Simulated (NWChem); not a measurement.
Molecule: diarsenic (As₂); SMILES [As]#[As]

```xyz
2

As     0.0000     0.0000     1.0593
As     0.0000     0.0000    -1.0593
```
Atoms are numbered in this order, from 1.

Results from NWChem. Pople sets run with spherical d functions. All runs use the structure optimised with B3LYP/6-31G* (spherical d). GIAO values for the isolated, static molecule; σ is the absolute isotropic shielding.

| level | σ As1 (ppm) | relative time |
|---|---|---|
| PBE/pcSseg-1 | -450.8 | 1 |
| B3LYP/6-31G* | -179.3 | 2 |
| BHandHLYP/pcSseg-1 | -767.8 | 1 |
| KT2/pcSseg-1 | -305.1 | 1 |
| PBE0/pcSseg-2 | -613.0 | 6 |

The last column is a rough cost ratio, cheapest run = 1.
